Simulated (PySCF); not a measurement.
B(AsH2)2(OH) (As₂BH₅O), SMILES OB([AsH2])[AsH2]. The structure is a stationary point at PBE-D3(BJ)/def2-SVP. This is a generated structure with no PubChem entry under its InChIKey; it may be hypothetical. One conformer was computed; it need not be the lowest.

Computed equilibrium geometry at PBE-D3(BJ)/def2-SVP (PySCF confirms it by a frequency run) as Cartesian coordinates in Å (one conformer of several):
```xyz
9

B      0.6542    -0.2742     0.0717
As    -0.9314    -1.0438     1.1494
H     -0.5170    -2.5195     0.9653
H     -1.8613    -1.0686    -0.0725
As     0.3521     1.2993    -1.2179
H      1.5189     2.1365    -0.6696
H     -0.6865     1.9830    -0.3143
O      1.9235    -0.7542     0.1604
H      2.0039    -1.5557     0.7113
```
Charge 0, spin multiplicity 1.
